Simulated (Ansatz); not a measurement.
`C[O][Mg][F]` + `O[SiH3]` → `C[O][Mg][O][SiH3]` + H–F  (ligand exchange at a Mg–F bond)

Isolated molecules relaxed with PBE0-D4/def2-TZVP in Ansatz; ΔE leaves out vibrations. CCSD(T)/CBS is the MP2 limit (def2-TZVPP, def2-QZVPP) plus CCSD(T) − MP2 in def2-TZVPP, frozen cores. This one scheme is used for every species. DFT in def2-TZVPP. For Mg outer-core shells are correlated without core-valence functions, which leaves a few kJ/mol of doubt a bond. One conformer a species, not always the lowest.

`C[O][Mg][F]`:

Cartesian coordinates in Å:
```
C 0.401 0.942 0.560
O -0.071 -0.170 -0.103
Mg -0.673 -1.584 -0.942
F -1.275 -2.998 -1.781
H 0.914 0.671 1.493
H 1.118 1.505 -0.053
H -0.413 1.632 0.825
```

`O[SiH3]`:

```xyz
6

O     0.862   -0.646    0.694
Si   -0.363    0.080   -0.135
H     1.747   -0.298    0.580
H    -0.504    1.514    0.237
H    -1.593   -0.658    0.230
H    -0.148    0.008   -1.607
```

`C[O][Mg][O][SiH3]`:

Cartesian coordinates in Å:
```
C -1.095 -3.075 -0.158
O -0.632 -1.780 -0.093
Mg -0.049 -0.131 -0.005
O 0.548 1.553 0.083
Si 1.093 3.068 0.158
H -0.383 -3.784 0.288
H -2.049 -3.194 0.375
H -1.263 -3.394 -1.197
H 1.174 3.684 -1.199
H 0.198 3.927 0.988
H 2.457 3.126 0.760
```

H–F:

Z-matrix (Å, degrees):
```
F
H 1 0.920
```

| level | ΔE (kJ/mol) | difference from CCSD(T)/CBS |
| --- | --- | --- |
| revPBE-D4 | 29.6 | 13.7 |
| r2SCAN-D4 | 26.4 | 10.5 |
| BHLYP-D4 | 23.3 | 7.4 |
| r2SCAN0 | 24.2 | 8.3 |
| HF/def2-SVP | 24.2 | 8.3 |
| MP2/def2-TZVPP | 17.8 | 1.9 |
| CCSD/def2-TZVPP | 18.3 | 2.4 |
| HF/CBS(def2) | 25.1 | 9.2 |
| MP2/CBS(def2) | 15.7 | -0.2 |
| CCSD/CBS(def2) | 16.3 | 0.4 |
| CCSD(T)/CBS | 15.9 | 0 |

Largest T1 diagnostic among the species: 0.012.

From BLYP to BHLYP (50 % exact exchange), in def2-TZVPP and without D4, ΔE moves by −8.7 kJ/mol. At CCSD(T), def2-SVP lies +10.3 kJ/mol from the extrapolated value and def2-TZVPP +2.1 kJ/mol. Leaving LDA and LC-ωPBE aside and taking each functional with its dispersion term where it has one, the values, not all of them listed here, spread over 9.8 kJ/mol, from PBE-QIDH to BLYP-D4. LDA lies −5.9 kJ/mol from PBE without D4.
